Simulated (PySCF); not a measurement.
# A ladder of Hamiltonians for Pm⁴⁹⁺ (promethium, charge +49)

Occupied: 1s1/2, 2s1/2, 2p1/2, 2p3/2, 3s1/2. Hartree-Fock calculated with PySCF 2.14 in an even-tempered Gaussian basis (17 s from 5.6 bohr⁻², ratio 2.7; 13 p from 6.7 bohr⁻², ratio 2.7), Gaussian nucleus throughout. NR is non-relativistic, sf-X2C the spin-free one-electron X2C Hamiltonian, X2C adds the bare one-electron spin-orbit term, X2C-SNSO screens it by Boettger's factors, DC is four-component Dirac-Coulomb, and the Gaunt and Breit terms are added at first order (total energies over the DC spinors, levels after relaxing the spinors in that mean field). QED terms are absent. Levels marked empty are virtual spinors of this ion; the basis has s and p functions only, so 3d, which can lie below the n = 4 levels, is absent.

```
Hamiltonian  E (hartree)  E − E(DC) (hartree)  CPU seconds
         NR   -7231.4931             340.9535         0.24
     sf-X2C   -7565.3588               7.0878         0.14
        X2C   -7569.9968               2.4498         0.18
   X2C-SNSO   -7569.6831               2.7636         0.18
         DC   -7572.4466               0.0000          7.8
   DC+Gaunt   -7564.6308               7.8158           14
   DC+Breit   -7565.3224               7.1242           39
```

| level (eV) | NR | sf-X2C | X2C | X2C-SNSO | DC | DC+Gaunt | DC+Breit |
| --- | --- | --- | --- | --- | --- | --- | --- |
| 1s1/2 | -46488.5 | -48945.0 | -48939.2 | -48939.6 | -48986.9 | -48860.1 | -48868.5 |
| 2s1/2 | -10133.6 | -10818.1 | -10816.7 | -10816.8 | -10822.9 | -10809.6 | -10810.6 |
| 2p1/2 | -9809.9 | -10036.5 | -10459.3 | -10443.8 | -10447.0 | -10424.0 | -10426.4 |
| 2p3/2 | -9809.9 | -10036.5 | -9854.9 | -9860.7 | -9865.1 | -9849.0 | -9851.4 |
| 3s1/2 | -4160.2 | -4371.3 | -4371.0 | -4371.1 | -4372.5 | -4369.0 | -4369.4 |
| 3p1/2 (empty) | -3974.0 | -4062.5 | -4170.2 | -4166.3 | -4167.1 | -4161.3 | -4162.1 |
| 3p3/2 (empty) | -3974.0 | -4062.5 | -4015.9 | -4017.3 | -4018.2 | -4014.3 | -4015.1 |
| 4s1/2 (empty) | -2212.0 | -2295.1 | -2295.1 | -2295.1 | -2295.6 | -2294.3 | -2294.5 |

```
interval (eV)    X2C  X2C-SNSO     DC  DC+Gaunt  DC+Breit
2p3/2 − 2p1/2  604.3     583.1  582.0     574.9     574.9
3p3/2 − 3p1/2  154.3     148.9  148.8     147.0     147.0
```

Weight of the small component: 1s1/2 0.0514, 2s1/2 0.0117, 2p1/2 0.0116, 2p3/2 0.0109, 3s1/2 0.00446, 3p1/2 0.00438, 3p3/2 0.00420, 4s1/2 0.00213.

Koopmans' value for the highest occupied level at DC+Breit: 4369.4 eV, against an ionisation energy of 4371 ± 4 eV (theoretical estimate listed by NIST; NIST Atomic Spectra Database, ionization energies); the former lacks relaxation, correlation, QED and recoil.

The whole ladder took 63 s of wall time on 1 thread of Neoverse-V2 (shared host), launched as `OMP_NUM_THREADS=1 python relrun2.py TASK.json OUT` (a driver that calls PySCF for each Hamiltonian).

Dirac-Coulomb iterations, started from the X2C spinors:

```
with_ssss True, with_gaunt False, with_breit False
light speed = 137.03599967994
init E= -7537.61301657874
cycle= 1 E= -7572.44575133573  delta_E= -34.8  |g|= 1.83  |ddm|= 0.15
cycle= 2 E= -7572.44660954491  delta_E= -0.000858  |g|= 0.0237  |ddm|= 0.0107
cycle= 3 E= -7572.44661055046  delta_E= -1.01e-06  |g|= 0.000817  |ddm|= 0.000565
cycle= 4 E= -7572.44661055172  delta_E= -1.26e-09  |g|= 3.58e-06  |ddm|= 1.59e-05
```
